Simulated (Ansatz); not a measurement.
Sn₂₇BH₄₀, 68 atoms. Hardware: 11 threads of AMD EPYC 7R13 on a shared host and a whole NVIDIA H100 80GB HBM3.

In the def2 sets Sn takes a core potential; there is no spin–orbit coupling. Single mean-field runs in def2-SVP, def2-mTZVP are fitted with def2-universal-jkfit.

Q: How many basis functions does each of these Ansatz runs have, and roughly what does it cost? PBE-D4/def2-SVP, charge 0 doublet, relaxation, 15 steps; PBE-D4/def2-SVP, charge 0 doublet, energy, from earlier orbitals; PBE0-D4/def2-SVP, charge -1 singlet at the geometry of the charge 0 doublet, energy; PBE-D4/def2-SVP, charge 1 singlet at the geometry of the charge 0 doublet, energy, from earlier orbitals; B97M-V/def2-SVP, charge 1 singlet at the geometry of the charge 0 doublet, energy, from earlier orbitals; PBE0-D4/def2-SVP, charge 1 singlet at the geometry of the charge 0 doublet, energy; B97M-V/def2-SVP, charge 0 doublet, energy, from earlier orbitals; B97M-V/def2-SVP, charge -1 singlet at the geometry of the charge 0 doublet, energy, from earlier orbitals; PBE-D4/def2-SVP, charge -1 singlet at the geometry of the charge 0 doublet, energy, from earlier orbitals; r2SCAN-D4/def2-SVP, charge 0 doublet, energy and forces, from earlier orbitals; r2SCAN-D4/def2-mTZVP, charge 0 doublet, energy, from earlier orbitals; PBE0-D4/def2-SVP, charge 0 doublet, energy and forces, from earlier orbitals.

A: Other jobs shared the machine, so times can vary by a factor of up to 3.

| run | functions | fitting or Cholesky vectors | wall time | peak host memory (GiB) |
| --- | --- | --- | --- | --- |
| PBE-D4/def2-SVP, charge -1 singlet at the geometry of the charge 0 doublet, energy, from earlier orbitals | 916 | 6681 | 6 s | 1.7 |
| PBE-D4/def2-SVP, charge 0 doublet, energy, from earlier orbitals | 916 | 6681 | 8.5 s | 1.7 |
| PBE0-D4/def2-SVP, charge -1 singlet at the geometry of the charge 0 doublet, energy | 916 | 6681 | 9 s | 1.7 |
| PBE-D4/def2-SVP, charge 1 singlet at the geometry of the charge 0 doublet, energy, from earlier orbitals | 916 | 6681 | 9.5 s | 1.7 |
| B97M-V/def2-SVP, charge -1 singlet at the geometry of the charge 0 doublet, energy, from earlier orbitals | 916 | 6681 | 11 s | 2.1 |
| PBE0-D4/def2-SVP, charge 1 singlet at the geometry of the charge 0 doublet, energy | 916 | 6681 | 13 s | 1.7 |
| r2SCAN-D4/def2-SVP, charge 0 doublet, energy and forces, from earlier orbitals | 916 | 6681 | 14 s | 2.4 |
| r2SCAN-D4/def2-mTZVP, charge 0 doublet, energy, from earlier orbitals | 1111 | 6681 | 14 s | 2.5 |
| B97M-V/def2-SVP, charge 0 doublet, energy, from earlier orbitals | 916 | 6681 | 17 s | 3.5 |
| B97M-V/def2-SVP, charge 1 singlet at the geometry of the charge 0 doublet, energy, from earlier orbitals | 916 | 6681 | 18 s | 2.1 |
| PBE0-D4/def2-SVP, charge 0 doublet, energy and forces, from earlier orbitals | 916 | 6681 | 27 s | 14 |
| PBE-D4/def2-SVP, charge 0 doublet, relaxation, 15 steps | 916 | 6681 | 1.9 min | 1.9 |
